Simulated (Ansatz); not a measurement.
`FC([SiH3])SS` from Hartree–Fock to CCSD(T)

```json
{"atom": "F1", "x (Å)": "-0.330", "y (Å)": "1.021", "z (Å)": "-1.588"}
{"atom": "C2", "x (Å)": "-0.153", "y (Å)": "0.976", "z (Å)": "-0.207"}
{"atom": "Si3", "x (Å)": "1.290", "y (Å)": "-0.218", "z (Å)": "0.172"}
{"atom": "S4", "x (Å)": "-1.687", "y (Å)": "0.645", "z (Å)": "0.648"}
{"atom": "S5", "x (Å)": "-1.841", "y (Å)": "-1.392", "z (Å)": "0.652"}
{"atom": "H6", "x (Å)": "0.100", "y (Å)": "1.994", "z (Å)": "0.118"}
{"atom": "H7", "x (Å)": "1.302", "y (Å)": "-0.538", "z (Å)": "1.619"}
{"atom": "H8", "x (Å)": "2.539", "y (Å)": "0.502", "z (Å)": "-0.191"}
{"atom": "H9", "x (Å)": "1.170", "y (Å)": "-1.437", "z (Å)": "-0.656"}
{"atom": "H10", "x (Å)": "-2.390", "y (Å)": "-1.554", "z (Å)": "-0.567"}
```

The species carries charge 0 and has multiplicity 1. The geometry is a stationary point of PBE0-D4/def2-TZVP. It is one conformer, not always the lowest. Frozen core, restricted reference, Ansatz 0.2.0. CBS rows extrapolate triple and quadruple zeta; past MP2 they add the triple-zeta difference.

```csv
basis,HF (Eh),MP2 corr.,CCSD corr.,(T),CCSD(T) total
def2-TZVPP,-1224.28717,-0.89734,-0.95540,-0.03995,-1225.28252
def2-QZVPP,-1224.32503,-0.97487,–,–,–
CBS(def2),-1224.33025,-1.03230,-1.09036,as TZ,-1225.46056
```
